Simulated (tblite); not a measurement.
Q: Give a GFN2-xTB geometry of InChI=1S/C8H14Si/c1-6(2)8(5-9-8)7-3-4-7/h7H,1,3-5,9H2,2H3/t8-/m1/s1.

A: 
```
atom  x, y, z in Å
C1     1.112    1.687   -1.065
C2     1.175    0.403   -0.721
C3     2.407   -0.398   -1.030
C4     0.063   -0.270   -0.008
C5    -1.283    0.316   -0.320
C6    -2.515   -0.028    0.461
C7    -1.927    1.345    0.562
C8     0.086   -1.806    0.130
Si9    0.450   -0.931    1.748
H10    1.930    2.174   -1.568
H11    0.254    2.299   -0.853
H12    2.788   -0.893   -0.139
H13    2.187   -1.163   -1.775
H14    3.186    0.248   -1.428
H15   -1.432    0.452   -1.388
H16   -2.432   -0.684    1.313
H17   -3.442   -0.147   -0.082
H18   -1.414    1.605    1.477
H19   -2.455    2.170    0.107
H20   -0.882   -2.270   -0.009
H21    0.856   -2.343   -0.403
H22   -0.548   -0.907    2.802
H23    1.828   -0.831    2.200
```

Any rigid rotation of these coordinates is as good. Atoms count from 1 in this order. The 3-membered ring C4–C8–Si9 has internal angles of 48.0° to 67.4°. The 8 C–C bonds span 1.331 Å (C1=C2, drawn double) to 1.542 Å (C4–C8, drawn single), a spread of 0.211 Å. The 2 C–Si bonds span 1.875 Å (C8–Si9, drawn single) to 1.917 Å (C4–Si9, drawn single), a spread of 0.042 Å. Of the pairs four or more bonds apart, C5···H11 is among the closest relative to their van der Waals radii: 2.56 Å, 88 % of the sum of Bondi's values.

Bonds between heavy atoms (Å): C1=C2 1.331, C2–C3 1.501, C2–C4 1.482, C4–C5 1.501, C5–C6 1.499, C6–C7 1.497, C4–C8 1.542, C8–Si9 1.875, C4–Si9 1.917, C5–C7 1.501.

Structure optimised with GFN2-xTB, isolated species.

Point group: C1 (no symmetry element, even within 0.4 Å). Its GFN2-xTB frequencies are all real (lowest 65 cm⁻¹). One conformer, not necessarily the lowest (C1–C2–C4–C5 29°, C2–C4–C5–C6 -169°). 3 starts were optimised and ended at 0.00, 0.13 and 2.24 kcal/mol (GFN2-xTB); the lowest of these is shown.

The numbers are calculated, not measured.
